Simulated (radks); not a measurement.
The numbers below are computed, except where a source is named.
Ionisation of neutral gold, [Xe] 4f14 5d10 6s1, to Au+, [Xe] 4f14 5d10, under several functionals. Scalar-relativistic Kohn-Sham, spin-polarised, spherical densities, finite nucleus; open shells are filled with parallel spins first (spin-orbit coupling, left out, can overturn this in heavy ions); a radial shooting solver on a logarithmic mesh with Libxc functionals.

\begin{tabular}{lrrrrrr}
functional & E(Au) (hartree) & Exc (hartree) & IE (eV) & -e(HOMO) (eV) & <r> HOMO (bohr) & IE error (eV) \\ \hline
exchange-only B88 & -19004.3430 & -358.8796 & 8.931 & 5.481 & 2.909 & -0.295 \\
exchange-only PBE & -19002.8232 & -357.3547 & 8.952 & 5.480 & 2.932 & -0.274 \\
HCTH/407 & -19018.5137 & -373.5677 & 9.542 & 6.080 & 2.823 & +0.316 \\
SOGGA & -19001.7589 & -356.3745 & 9.503 & 6.022 & 2.843 & +0.277 \\
BLYP & -19008.6340 & -363.2121 & 9.593 & 6.002 & 2.861 & +0.368 \\
OLYP & -19014.3200 & -369.1953 & 9.250 & 5.768 & 2.861 & +0.025 \\
SCAN & -19010.5121 & -363.7351 & 9.847 & 6.567 & 2.816 & +0.621 \\
B86b exchange with PBE correlation & -19008.9827 & -363.5917 & 9.603 & 6.097 & 2.853 & +0.377 \\
PBEsol & -19002.3744 & -356.9919 & 9.624 & 6.130 & 2.837 & +0.398 \\
exchange-only r2SCAN & -19004.9455 & -357.9703 & 8.616 & 5.527 & 2.899 & -0.609 \\
\end{tabular}

NIST Atomic Spectra Database: 9.226 eV (measured). Closest: OLYP. The Delta-SCF values span 1.23 eV, the total energies 16.75 hartree. The highest occupied level is 6s.
